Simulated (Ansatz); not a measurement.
Compare A (`CC(C)[Si]O`) with its isomer B (`C[SiH]1CCO1`).

Gas-phase electronic energies from Ansatz, PBE0-D4/def2-TZVP geometries. CCSD(T)/CBS is the MP2 limit (def2-TZVPP, def2-QZVPP) plus CCSD(T) − MP2 in def2-TZVPP, frozen cores. DFT in def2-TZVPP. B3LYP here is the variant with VWN-RPA as its local correlation; programs differ in this. One conformer a species, not always the lowest.

A:

```xyz
13

C    -1.091    0.480    0.178
C     0.057   -0.516    0.208
C     0.454   -0.971   -1.198
Si    1.660    0.014    1.136
O     1.294    1.535    1.671
H    -1.425    0.760    1.182
H    -0.812    1.397   -0.354
H    -1.966    0.076   -0.342
H    -0.266   -1.412    0.763
H     1.283   -1.685   -1.179
H     0.771   -0.124   -1.815
H    -0.383   -1.452   -1.714
H     0.425    1.898    1.465
```

B:

Z-matrix (Å, degrees):
```
Si
C 1 1.876
C 1 2.272 2 42.4
C 1 1.857 2 120.1 3 115.3
O 1 1.671 2 81.9 3 1.5
H 1 1.492 2 116.4 3 -110.2
H 2 1.090 1 116.8 3 -113.1
H 2 1.089 1 117.8 3 113.7
H 3 1.093 1 123.6 2 -96.2
H 3 1.093 1 126.9 2 94.9
H 4 1.092 1 111.4 2 -40.5
H 4 1.094 1 110.4 2 -160.8
H 4 1.094 1 110.5 2 80.3
```

(1) Which is lower in electronic energy at CCSD(T)/CBS, and by how much? (Estimate.)

(2) Give E(B) − E(A) in kJ/mol with HF/def2-TZVPP, B3LYP-D4, PBE-D4, ωB97M-V, r2SCAN-D4, PBE0-D4, B2PLYP. (Estimate.)

Largest T1 diagnostic: 0.013.

Results:

(1) Computed: B, by 54.2 kJ/mol.

(2) Computed: HF/def2-TZVPP -71.7, B3LYP-D4 -50.1, PBE-D4 -52.6, ωB97M-V -53.9, r2SCAN-D4 -71.0, PBE0-D4 -63.8, B2PLYP -56.7. None reverses the order clearly.

In def2-TZVPP, CCSD(T) changes the Hartree–Fock value by +18.1 kJ/mol (the triples alone add +1.5 kJ/mol) and MP2 by +9.8 kJ/mol. From PBE to PBE0 (25 % exact exchange), in def2-TZVPP and without D4, E(B) − E(A) moves by −10.9 kJ/mol.
